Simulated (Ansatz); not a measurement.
Cost and result for the atomization energy of `CC1(S)[SiH2]S1` (11 atoms, 11 bonds).

```xyz
11

C     0.5893    0.9771   -0.7306
C     0.1729   -0.2503    0.0441
S     1.4738   -1.0236    0.9898
Si   -1.5239   -0.3953    0.7802
S    -0.9401   -1.4140   -0.9389
H    -0.2673    1.4442   -1.2209
H     1.3176    0.7149   -1.5041
H     1.0554    1.7018   -0.0594
H     2.2636   -1.3710   -0.0449
H    -1.7067   -1.1470    2.0398
H    -2.4346    0.7631    0.6448
```

The species carries charge 0 and has multiplicity 1. Geometry: relaxed with PBE0-D4/def2-TZVP. It is one conformer, not always the lowest. Program: Ansatz. All runs use 4 threads of an Arm Neoverse V2 on a shared host. Times are those of one run each, without the atoms' runs, and a repeat can differ threefold. Electronic energies, without spin–orbit coupling; frozen cores. CCSD(T)/CBS adds CCSD(T) − MP2 in def2-TZVPP to the MP2 limit, and its time is that of the two runs behind it. T1 = 0.012. B3LYP takes the VWN-RPA correlation (the form of Gaussian; ORCA's B3LYP/G).

CCSD(T)/CBS is a level of theory with its own doubt, some kJ/mol a heavy atom from the limit and from the frozen cores, so smaller differences don't rank the functionals.

| level | functions | wall time | atomization (kJ/mol) | difference from CCSD(T)/CBS | per bond |
| --- | --- | --- | --- | --- | --- |
| PBE-D4/def2-TZVPP (with forces) | 272 | 3 s | 3893.4 | 77.9 | 7.1 |
| PBE0-D4/def2-TZVPP | 272 | 3.8 s | 3837.0 | 21.5 | 2.0 |
| r2SCAN-D4/def2-TZVPP (with forces) | 272 | 6 s | 3836.1 | 20.6 | 1.9 |
| B3LYP-D4/def2-TZVPP (with forces) | 272 | 6 s | 3796.8 | -18.7 | -1.7 |
| B2PLYP/def2-TZVPP | 272 | 6.5 s | 3748.9 | -66.6 | -6.1 |
| ωB97X-V/def2-TZVPP | 272 | 9.5 s | 3838.7 | 23.2 | 2.1 |
| ωB97M-V/def2-TZVPP (with forces) | 272 | 14 s | 3836.7 | 21.2 | 1.9 |
| MP2/def2-QZVPP | 504 | 25 s | 3830.7 | 15.2 | 1.4 |
| CCSD(T)/def2-TZVPP | 272 | 2.6 min | 3700.9 | -114.6 | -10.4 |
| CCSD(T)/CBS(def2) | – | 3.1 min | 3815.5 | 0.0 | 0.0 |

In def2-TZVPP, CCSD(T) changes the Hartree–Fock value by +980.0 kJ/mol (the triples alone add +70.3 kJ/mol) and MP2 by +1042.4 kJ/mol; breaking electron pairs costs correlation energy, which Hartree–Fock lacks. From PBE to PBE0 (25 % exact exchange), in def2-TZVPP and without D4, the atomization energy moves by −51.2 kJ/mol: exact exchange takes away binding that semilocal exchange gives to molecules. The D4 term adds +55.2 kJ/mol with B3LYP and +28.7 kJ/mol with PBE0; it sums over pairs of atoms, weighted by their polarisabilities, and B3LYP, whose exchange is more repulsive, gets the larger term.
